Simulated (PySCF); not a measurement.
**C$_{7}$H$_{10}$O: calculation and literature**

Numbering as in the mapped SMILES `[O:1]=[C:2]([CH:3]1[CH2:4][CH2:5]1)[CH:6]1[CH2:7][CH2:8]1`. Each H is labelled by its parent atom. Ha(C4), Ha(C5), Ha(C7), Ha(C8) are cis to C2 on the ring; Hb(C4), Hb(C5), Hb(C7), Hb(C8) are trans to C2 on the ring.

What is known from experiment: δ ¹H H(C3)/H(C6) 1.70 ppm (measured; solution, not stated per compound (mostly CDCl3 or CCl4); Pretsch, Buehlmann, Badertscher, Structure Determination of Organic Compounds, 4th ed. (2009)). Coupling constants: ³J(H(C3),Hb(C4)) (cis) 7.9 Hz, ³J(H(C3),Ha(C4)) (trans) 4.6 Hz, ²J(Ha(C4),Hb(C4)) -3.5 Hz, ¹J(C6,C7) 10.2 Hz, ¹J(C6,C2) 54.0 Hz.

Calculated, not measured (PySCF): GIAO B97-2/pcSseg-1 shieldings, geometry: PBE0-D3(BJ)/def2-SVP, couplings computed with B3LYP/pcJ-1 (without the spin–dipole term). No solvent, one computed conformer, fast rotation and ring inversion assumed for equivalent nuclei, relativity neglected.

What does the calculation give, and how does it compare?

Answers


Reference values: measured (solution, not stated per compound (mostly CDCl3 or CCl4); Pretsch, Buehlmann, Badertscher, Structure Determination of Organic Compounds, 4th ed. (2009)).
```csv
atoms,quantity,reference,computed
H(C3)/H(C6),δ ¹H,1.70,1.77
```

Computed shifts are σ(ref) − σ with the named reference compound (TMS for H and C) calculated as an isolated molecule at the same level.

Coupling constants in Hz:
| coupling | reference | computed | source |
| --- | --- | --- | --- |
| ³J(H(C3),Hb(C4)) cis | 7.9 | 8.7 | measured; solution (compiled); Pretsch, Buehlmann, Badertscher, Structure Determination of Organic Compounds, 4th ed., Springer 2009 |
| ³J(H(C3),Ha(C4)) trans | 4.6 | 4.9 | measured; solution (compiled); Pretsch, Buehlmann, Badertscher, Structure Determination of Organic Compounds, 4th ed., Springer 2009 |
| ²J(Ha(C4),Hb(C4)) | -3.5 | -3.4 | measured; solution (compiled); Pretsch, Buehlmann, Badertscher, Structure Determination of Organic Compounds, 4th ed., Springer 2009 |
| ¹J(C6,C7) | 10.2 | 12.1 | measured; liquid or solution; F. J. Weigert, PhD thesis, Caltech 1968 (Carbon-13 magnetic resonance spectroscopy) |
| ¹J(C6,C2) | 54.0 | 56.8 | measured; liquid or solution; F. J. Weigert, PhD thesis, Caltech 1968 (Carbon-13 magnetic resonance spectroscopy) |

6 of the 11 published NMR values on file for this molecule are compared.

Unscaled 3J(H,H) at this level run about 10 % above measured values.
